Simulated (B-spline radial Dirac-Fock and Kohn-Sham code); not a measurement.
## Subshell photoionisation cross sections of Ir⁴⁺ against photon energy

System: Ir⁴⁺ in the configuration [Xe] 4f14 5d5.

Method: Dirac-Hartree-Slater photoionisation with all multipoles and Dirac-Fock thresholds. Computed with a B-spline atomic structure program. Values are in kb per electron; a dash marks an energy below the computed threshold.

```tsv
hν (eV)	2s	2p1/2	3d5/2	4s	4d3/2
723	–	–	–	–	60.3
834	–	–	–	26.0	55.3
1040	–	–	–	20.8	44.3
1260	–	–	–	16.7	34.1
1670	–	–	–	11.4	21.1
1800	–	–	–	10.2	18.3
2340	–	–	71.2	6.95	10.7
6110	–	–	4.44	1.34	0.911
9850	–	–	0.918	0.544	0.214
19700	2.18	2.82	0.0779	0.134	0.0211
20000	2.11	2.70	0.0737	0.130	0.0200
24900	1.38	1.48	0.0325	0.0818	0.00918
42900	0.436	0.311	0.00398	0.0244	0.00124
58300	0.217	0.125	0.00118	0.0120	0.000386
70200	0.140	0.0717	0.000565	0.00768	0.000190
74300	0.122	0.0604	0.000451	0.00669	0.000153
```

At 74300 eV the multipoles beyond E1 give 8.4 % of 2s, 24.5 % of 2p1/2, 46.3 % of 3d5/2, 9.8 % of 4s, 43.8 % of 4d3/2.

Run: 6.9 s of CPU time on 1 thread of Intel(R) Xeon(R) Platinum 8375C CPU @ 2.90GHz (shared host), peak memory 0.42 GiB.
